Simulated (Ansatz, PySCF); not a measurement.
Cd(F)(GeH3) (CdFGeH3), SMILES [F][Cd][GeH3].

The structure is a stationary point at B3LYP-D3(BJ)/def2-SVP. The structure was generated by enumeration; whether it is a known compound was not checked. The def2 effective core potentials stand for the cores of Cd; spin–orbit coupling is left out.

Vertical ionisation energy (IE) and electron affinity (EA) in eV. Rows of orbital energies are one-electron estimates. Where ΔSCF, EOM or ADC give a negative EA the extra electron is unbound and the value depends on the basis.

```tsv
level	IE	EA
−ε(HOMO), −ε(LUMO), CAM-B3LYP/def2-TZVPD (PySCF)	9.49	0.56
−ε(HOMO), −ε(LUMO), PBE/def2-TZVPD (PySCF)	7.26	2.16
ΔSCF, CAM-B3LYP/def2-SVPD (Ansatz), final states of multiplicity 2 and 2	[?]	[?]
ΔSCF, PBE/def2-SVPD (Ansatz), final states of multiplicity 2 and 2	10.24	0.00
```

**Question.** What belongs in the gaps? (An estimate is asked for; the answer gives what the named calculation found.)

**Answer.** 
- ΔSCF, CAM-B3LYP/def2-SVPD (Ansatz, an electronic-structure program), final states of multiplicity 2 and 2, IE: 10.50
- ΔSCF, CAM-B3LYP/def2-SVPD (Ansatz), final states of multiplicity 2 and 2, EA: -0.12

**Question.** What vertical singlet–triplet gap does ΔSCF give with CAM-B3LYP/def2-SVPD (Ansatz) and with PBE/def2-SVPD (Ansatz)? (An estimate is asked for; the answer gives what the named calculation found.)

**Answer.** 5.16 and 4.84 eV (triplet above singlet where positive).
